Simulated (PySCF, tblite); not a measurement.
Isomers of C4H8NO2Si (doublet state), one GFN2-xTB conformer each. Single-point energies are computed at B3LYP/pcH-1 (PySCF, gas phase, no added dispersion term), electronic only. GFN2-xTB treats the open shell by occupation alone, and not every SCF solution was tested for stability.

**Question.** Rank them by B3LYP/pcH-1 energy, lowest first (kcal/mol).
A. `[CH2:1]=[N:2][C@H:3]1[O:4][CH:5][SiH2:6][CH2:7][O:8]1` (doublet state) with C1–N2–C3–O4 123°, N2–C3–O4–C5 64°, C3–O4–C5–Si6 2°, O4–C5–Si6–C7 29°, C5–Si6–C7–O8 -13°
B. `[CH2:1]=[N:2][CH:3]1[O:4][CH2:5][SiH:6][CH2:7][O:8]1` (doublet state) with C1–N2–C3–O4 116°, N2–C3–O4–C5 49°, C3–O4–C5–Si6 50°, O4–C5–Si6–C7 -28°, C5–Si6–C7–O8 28°
C. `[O:1]=[CH:2][O:3][CH2:4]/[CH:5]=[N:6]\[CH2:7][SiH2:8]` (doublet state) with O1–C2–O3–C4 -1°, C2–O3–C4–C5 -83°, O3–C4–C5–N6 -62°, C5–N6–C7–Si8 103°, N6–C7–Si8–H 68° and -62°
D. `[CH2:1]=[N:2][C:3]1[O:4][CH2:5][SiH2:6][CH2:7][O:8]1` (doublet state) with C1–N2–C3–O4 -169°, N2–C3–O4–C5 -122°, C3–O4–C5–Si6 -58°, O4–C5–Si6–C7 8°, C5–Si6–C7–O8 44°

**Answer.** C (0.0), D (3.4), A (14.1), B (14.2).

Neighbours under 5.0 kcal/mol apart (O=COC/C=N\C[SiH2] and C=N[C]1OC[SiH2]CO1; C=N[C@H]1O[CH][SiH2]CO1 and C=NC1OC[SiH]CO1) can change places with a better method, another conformer or zero-point energy. GFN2-xTB itself gives, in the same order: 9.8, 0.0, 15.8, 18.5. GFN2-xTB puts C=N[C]1OC[SiH2]CO1 lowest instead; measured from each level's own lowest isomer, the values differ by up to 9.8 kcal/mol (O=COC/C=N\C[SiH2]: 9.8 against 0.0).

**Question.** What happens when harmonic zero-point energies from GFN2-xTB frequencies are added?

**Answer.** 
| SMILES | ZPE (kcal/mol) | electronic (kcal/mol) | with ZPE (kcal/mol) |
| --- | --- | --- | --- |
| O=COC/C=N\C[SiH2] | 71.1 | 0.0 | 0.0 |
| C=N[C]1OC[SiH2]CO1 | 70.5 | 3.4 | 2.8 |
| C=N[C@H]1O[CH][SiH2]CO1 | 71.0 | 14.1 | 14.1 |
| C=NC1OC[SiH]CO1 | 73.4 | 14.2 | 16.5 |

The zero-point energies span 2.9 kcal/mol. The order is unchanged.
